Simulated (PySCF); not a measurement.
**Electron affinity of Br by level of theory**

Br⁻ [Kr] (1S) → Br [Ar] 3d10 4s2 4p5 (2P), as a difference of total energies. All numbers are calculated (PySCF 2.14, the non-relativistic Hamiltonian (point nucleus), in def2-TZVPPD (7s6p5d1f, 57 functions)). Correlated levels: valence: [Ar] 3d10 frozen; valence and next inner shell: [Ne] frozen. The calculations carry no spin-orbit coupling.

```csv
method,electron affinity (eV),plus first-order spin-orbit estimate,difference from reference of that sum (eV)
UHF,2.409,2.272,-1.092
LDA,3.777,3.641,+0.277
PBE,3.502,3.366,+0.002
PBE0,3.460,3.324,-0.040
r2SCAN,3.525,3.388,+0.024
B97-3,3.443,3.307,-0.057
wB97M-V,3.435,3.298,-0.066
LC-wPBE,3.431,3.294,-0.070
r2SCAN0,3.479,3.343,-0.021
MP2 (valence),3.405,3.269,-0.095
SCS-MP2 (valence),3.324,3.187,-0.177
MP2 (valence and next inner shell),3.439,3.302,-0.062
SCS-MP2 (valence and next inner shell),3.345,3.208,-0.156
```

Reference: 3.364 eV (measured; photodetachment measurements, as compiled on the Wikipedia data page of electron affinities).

A first-order spin-orbit estimate (lowest level to lowest level, LS coupling) adds -0.136 eV.

These non-relativistic numbers lack the scalar-relativistic shift.

Errors of the correlated levels include the incompleteness of this basis and the frozen core.

In the anion the highest occupied orbital energy is positive at PBE, a self-interaction effect; the basis confines that electron, and the energy difference can still be sensible.
